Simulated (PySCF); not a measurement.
A structure optimised at B3LYP-D3(BJ)/def2-SVP, used in a PySCF frequency run:

```
B
O 1 1.3580
N 1 1.4050 2 124.58
H 3 1.0112 1 121.79 2 180.00
H 3 1.0117 4 114.31 1 180.00
C 2 1.4079 1 121.62 3 0.00
H 6 1.0996 2 108.47 1 180.00
H 6 1.1058 7 108.19 2 -121.37
H 6 1.1058 7 108.19 8 -117.26
Cl 1 1.7899 2 116.62 6 180.00
```

Write its SMILES, formula and point group.

COB(N)Cl, CH5BClNO, Cs

What are its rotational constants (standard atomic weights)?

7.8622, 2.4236, 1.8749 GHz
